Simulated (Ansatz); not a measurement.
Ansatz (an electronic-structure program) input (CAM-B3LYP/def2-TZVPD):

Ansatz 0.2 input:
```yaml
crystal:
  periodic: [false, false, false]
  atoms:
    - {symbol: Be, position_ang: [-0.00000000, -0.00000000, -1.40761641]}
    - {symbol: O, position_ang: [0.00000000, 0.00000000, 0.00000000]}
    - {symbol: Be, position_ang: [0.00000000, 0.00000000, 1.40761641]}
basis:
  gaussian:
    orbitals: def2-TZVPD
hamiltonian:
  xc: {name: CAM-B3LYP}
total_charge: 1
magnetization: {spin_polarized: true, initial_magnetization: 1}
```

Output:

```
Functional definition: CAM-B3LYP
integrals: 0.02 GiB planned
498 factors; their error is unknown
integrals: 0.05 GiB planned
198 factors; integrals over basis functions are off by at most 9.9e-5 eV
mean field: 0.25 GiB planned
mean field evaluation 1: about -2818.4035 eV, gradient 8.4e1 eV
mean field evaluation 2: about -2717.2371 eV, gradient 1.4e2 eV
mean field evaluation 4: about -2841.2391 eV, gradient 3.9e0 eV
mean field evaluation 8: about -2841.3194 eV, gradient 4.0e-2 eV
mean field evaluation 16: about -2841.3203 eV, gradient 7.7e-5 eV
mean field -2841.32025275 eV, -104.4165933725 hartree, gradient 6.0e-5 eV, S^2 0.751176; 1 other end points of the search recorded, 0 dependent functions left out
reference -2841.32036051 eV, -104.4165973326 hartree; 8, 7 occupied and 76, 77 virtual orbitals, 498 factors
Total energy: -2841.32036051 eV, -104.4165973326 hartree
```

This state (charge 1, doublet) is run at the relaxed geometry of the species with charge 0 and multiplicity 3.
